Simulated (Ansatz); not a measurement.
Reaction (redistribution): `CB(S)CF` + `[NH2][In]([OH])[Br]` → `CB(Br)CF` + `[NH2][In]([OH])[SH]`

Computed with Ansatz on PBE0-D4/def2-TZVP structures; ΔE is electronic, products minus reactants. CBS: MP2 limit from def2 TZ/QZ plus the TZ coupled-cluster correction, frozen cores. DFT in def2-TZVPP. B3LYP here is the variant with VWN-RPA as its local correlation; programs differ in this. Elements past krypton have def2 core potentials. For Br, In outer-core shells are correlated without core-valence functions, which leaves a few kJ/mol of doubt a bond. Scalar relativity is left out up to krypton. One conformer a species, not always the lowest.

`CB(S)CF`:

Cartesian coordinates in Å:
```
C 1.517 0.303 -0.050
B 0.048 0.008 0.371
S -0.361 -0.083 2.113
C -1.090 -0.215 -0.695
F -0.633 -0.104 -2.004
H 1.541 1.200 -0.678
H 2.216 0.435 0.777
H 1.880 -0.505 -0.695
H -1.677 -0.343 2.008
H -1.901 0.513 -0.564
H -1.540 -1.210 -0.583
```

`[NH2][In]([OH])[Br]`:

Cartesian coordinates in Å:
```
N 1.127 0.701 0.970
In -0.145 -0.078 -0.366
O -2.004 -0.526 0.112
Br 0.461 -0.303 -2.745
H 2.106 0.583 0.750
H 0.966 0.432 1.931
H -2.512 -0.810 -0.652
```

`CB(Br)CF`:

Z-matrix (Å, degrees):
```
C
B 1 1.546
H 1 1.094 2 110.4
H 1 1.089 2 114.8 3 -125.4
H 1 1.099 2 107.6 3 113.9
Br 2 1.925 1 121.6 3 136.9
C 2 1.566 1 123.8 3 -44.3
F 7 1.389 2 112.8 1 0.6
H 7 1.098 2 110.4 1 121.9
H 7 1.098 2 110.7 1 -120.8
```

`[NH2][In]([OH])[SH]`:

Z-matrix (Å, degrees):
```
N
In 1 2.011
H 1 1.010 2 116.5
H 1 1.011 2 114.7 3 -129.0
O 2 1.981 1 115.3 3 153.0
S 2 2.379 1 125.8 3 -33.0
H 5 0.960 2 113.4 1 173.8
H 6 1.344 2 93.3 1 2.1
```

```tsv
level	ΔE (kJ/mol)	difference from CCSD(T)/CBS
PBE-D4	46.9	2.7
r2SCAN-D4	48.6	4.4
PBE0-D4	48.1	3.9
B3LYP-D4	48.5	4.3
ωB97X-V	48.2	4.0
ωB97M-V	46.5	2.3
B2PLYP	46.9	2.7
PBE	46.6	2.4
PBE0	47.9	3.7
SCS-MP2/def2-TZVPP	43.3	-0.9
CCSD/def2-TZVPP	44.2	0.0
CCSD(T)/def2-TZVPP	43.6	-0.6
HF/def2-QZVPP	53.3	9.1
MP2/def2-QZVPP	42.0	-2.2
HF/CBS(def2)	53.3	9.1
MP2/CBS(def2)	42.2	-2.0
CCSD(T)/CBS	44.2	0
```

Largest T1 diagnostic among the species: 0.015.

In def2-TZVPP, CCSD(T) changes the Hartree–Fock value by −9.7 kJ/mol (the triples alone add −0.5 kJ/mol) and MP2 by −11.7 kJ/mol.
